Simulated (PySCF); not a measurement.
Species: C4H7F3Si2.
SMILES with atom numbers: `[CH3:1][C:2]1=[C:3]([F:4])[SiH2:5][Si@@H:6]1[CH:7]([F:8])[F:9]`

Probes without a nucleus sit at each ring's centroid and 1 Å off its mean plane on both sides; NICS is minus the shielding there, NICSzz its component along the normal. Level: GIAO PBE0/pcSseg-1 (PySCF, non-relativistic, gas phase) on the GFN2-xTB geometry, one conformer.

Ring bond lengths (Å), with Mayer bond orders in brackets: C2–C3 1.344 (1.74), C3–Si5 1.910 (0.91), Si5–Si6 2.345 (0.94), Si6–C2 1.905 (0.85).

Question: What do the NICS probes read (ppm)?

Answer: 
```json
{"ring": "C2–C3–Si5–Si6", "type": "4-membered ring with 2 Si; formal bonds 1 double, 3 single", "NICS(0)": "-6.7", "NICS(1), two faces": "-4.7 / -4.5", "NICS(1)zz, two faces": "0.5 / 0.8", "rms pucker (Å)": "0.01", "centre to ring atoms, mean (Å)": "1.31"}
```

Question: What do they say, and how far can they be read as aromaticity?

Answer: 
- C2–C3–Si5–Si6: mean NICS(1)zz 0.6 ppm, near zero. Si5, Si6 have four or more neighbours; no verdict on aromaticity is drawn.

Question: At the second NICS(1) probe listed for ring C2–C3–Si5–Si6, 1 Å off the ring, what do the in-plane components average?

Answer: The isotropic value is a third of the trace: (3 × -4.5 − (0.8))/2 = -7.2 ppm.

Question: How shielded are the nuclei of the rings and their hydrogens (means over atoms taken as equivalent)?

Answer: 
```csv
atoms,environment,σ isotropic (ppm),"principal values of the symmetric part, first atom (ppm)"
C2,fully substituted alkene carbon,36.3,"-68.0, 48.0, 128.8"
C3,vinylic C–F carbon,4.9,"-88.7, 42.2, 61.3"
Si5,SiH2 silicon,405.8,"368.3, 386.3, 462.9"
Si6,SiH silicon,394.9,"333.0, 397.9, 453.6"
H on Si5,Si–H hydrogen,26.91,"23.9, 24.6, 32.2"
H on Si5,Si–H hydrogen,26.73,"23.9, 24.6, 31.7"
H on Si6,Si–H hydrogen,26.97,"23.5, 25.5, 31.9"
```

Shape of the structure used: `[CH3:1][C:2]1=[C:3]([F:4])[SiH2:5][Si@@H:6]1[CH:7]([F:8])[F:9]`: Si5–Si6–C7–F8 -20°.
